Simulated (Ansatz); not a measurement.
`F[SiH2][SiH](F)F` + NH₃ → `N[SiH](F)F` + `F[SiH3]` at 600 K and 1 bar (cleavage of the Si–Si bond).

Computed with Ansatz on PBE0-D4/def2-TZVP structures; ΔE is electronic, products minus reactants. CCSD(T)/CBS is the MP2 limit (def2-TZVPP, def2-QZVPP) plus CCSD(T) − MP2 in def2-TZVPP, frozen cores. This one scheme is used for every species. One conformer a species, not always the lowest.

```tsv
species	CCSD(T)/CBS energy (Eh)	H − E (kJ/mol)	S (J/(mol·K))
`F[SiH2][SiH](F)F`	-879.52477	150.2	439.8
NH₃	-56.50880	112.4	219.5
`N[SiH](F)F`	-545.34917	153.9	375.0
`F[SiH3]`	-390.72345	101.0	280.0
```

H − E and S are ideal-gas, rigid-rotor, harmonic terms from PBE0-D4/def2-TZVP, for one conformer and one mirror image of each species. 1 Eh = 2625.50 kJ/mol, R = 8.31446 J/(mol·K).

Q: By hand: ΔE, ΔH, ΔS and ΔG.

A: ΔE = (-545.34917) + (-390.72345) − (-879.52477) − (-56.50880) = -0.03905 Eh = -102.5 kJ/mol. Δ(H − E) = 153.9 + 101.0 − 150.2 − 112.4 = -7.7, so ΔH = -110.2 kJ/mol. ΔS = 375.0 + 280.0 − 439.8 − 219.5 = -4.3 J/(mol·K). ΔG = -110.2 − 600 × (-4.3)/1000 = -107.6 kJ/mol.

Q: By hand: the equilibrium constant, and the temperature at which ΔG would vanish if ΔH and ΔS stayed fixed.

A: log₁₀ K = −ΔG/(RT ln 10) = 9.4. ΔG = 0 at ΔH/ΔS = 25628 K, far beyond where these terms or the molecules hold.

The number of gas molecules stays the same, so ΔS is small and ΔH decides. A doubt of 5 kJ/mol in ΔE shifts log₁₀ K by 0.4 here. Other conformers and mirror images would add mixing entropy, several J/(mol·K) or more a flexible species. Modes under 60 cm⁻¹, often nearly free rotors, make the harmonic entropy too high. These are equilibria of isolated gas molecules and say nothing of rates. Largest T1 diagnostic: 0.012 (customary marks: 0.02 for closed shells, 0.045 for open ones).
